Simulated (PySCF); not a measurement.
Worked example: chemical shift, span and skew from a shielding tensor

siletan-3-ol (C3H8OSi), SMILES OC1C[SiH2]C1. Atoms are numbered in the order given.

```xyz
13

O     -1.9898     0.8305     0.0667
C     -0.7624     0.2513     0.4589
C      0.4424     1.1114     0.0080
Si     1.4103    -0.5136    -0.1775
C     -0.3937    -1.1147    -0.1991
H     -2.7022     0.2488     0.3740
H     -0.7214     0.1325     1.5615
H      0.7336     1.9331     0.6765
H      0.2176     1.5248    -0.9904
H      2.1818    -0.9185     1.0301
H      2.2567    -0.7212    -1.3843
H     -0.7676    -1.1184    -1.2377
H     -0.7414    -2.0230     0.3145
```
Charge 0, spin multiplicity 1.

Geometry: TPSSh-D3(BJ)/def2-SVP. One conformer was computed; it need not be the lowest.

GIAO shieldings from PBE/pcSseg-1 (PySCF), non-relativistic, no solvent. The symmetric part of the tensor of C3 has the principal values 138.9, 146.2, 187.2 ppm. The same nucleus in TMS has σ = 182.0 ppm at this level (PySCF, at its B3LYP-D3(BJ)/def2-TZVP geometry).

Q: Work out the isotropic shielding, the ¹³C shift against TMS, the span and the skew.

A: 
σ(iso) = (σ11 + σ22 + σ33)/3 = 157.4 ppm. δ = σ(ref) − σ(iso) = 182.0 − (157.4) = 24.6 ppm.
Span Ω = σ33 − σ11 = 48.3 ppm. Skew κ = 3(σ(iso) − σ22)/Ω = 0.70. Tumbling in solution averages the tensor to δ; in a static solid the shielding alone would spread this spin-1/2 line over Ω.
